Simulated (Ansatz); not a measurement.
A nudged elastic band was laid between two geometries of CHFGeN (5 atoms, charge 0, multiplicity 2).

All numbers below come from UKS PBE-D4/def2-SVP in Ansatz 0.2.0.

| Property | Result |
| --- | --- |
| movable images | 7 |
| climbing image | yes |
| spring | 5.0 eV/Å² |
| optimiser | quadratic models (default) |
| start path | through a guess of the saddle point |
| force threshold | 0.03 eV/Å |
| iteration limit | 6 |
| end points | relaxed |

Initial state:

```xyz
5
Properties=species:S:1:pos:R:3
N 0.970 -1.519 1.498
C 0.558 -0.785 0.677
Ge 0.027 0.348 -0.805
F -1.689 0.036 -1.031
H 0.184 1.847 -0.382
```

Final state:

```xyz
5
Properties=species:S:1:pos:R:3
N 1.099 -1.595 1.322
C 0.516 -0.760 0.735
Ge -0.528 0.675 -0.049
F -1.481 -0.087 -1.316
H 0.443 1.694 -0.733
```

Question: What changes between the two ends?

Answer: No bond is made or broken. The height of Ge3 over the plane of its neighbours goes from -0.64 to 0.64 Å. The two ends are copies of one structure, up to a mirror image or an exchange of like atoms. The height can change sign by an inversion or by a turn that exchanges like atoms.

Question: Give the energies along the band, and the barrier.

Answer: It converged. The highest image is number 4 of 0 to 8, 0.68 eV above the ends, which have the same energy within 2 meV. Another band between the same ends (7 images) ends at a top of the same energy, where a vibrational analysis finds 1 clearly imaginary mode.

```
image  path coordinate (Å)  energy (eV)  height of Ge3 over the plane of its neighbours (Å)
    0                 0.00         0.00                                               -0.64
    1                 0.18         0.03                                               -0.57
    2                 0.36         0.17                                               -0.41
    3                 0.53         0.47                                               -0.21
    4                 0.71         0.68                                                0.00
    5                 0.89         0.48                                                0.20
    6                 1.07         0.17                                                0.41
    7                 1.25         0.03                                                0.57
    8                 1.42         0.00                                                0.64
```

Question: What is the geometry of the highest image?

Answer: 
```xyz
5
Properties=species:S:1:pos:R:3
N 1.039 -1.622 1.450
C 0.546 -0.816 0.740
Ge -0.187 0.481 -0.369
F -1.621 -0.019 -1.233
H 0.273 1.903 -0.629
```

Time of the run: 40 s on 2 threads of AMD EPYC 9R14 (Zen 4), with other jobs on the host, peak memory 0.17 GiB.
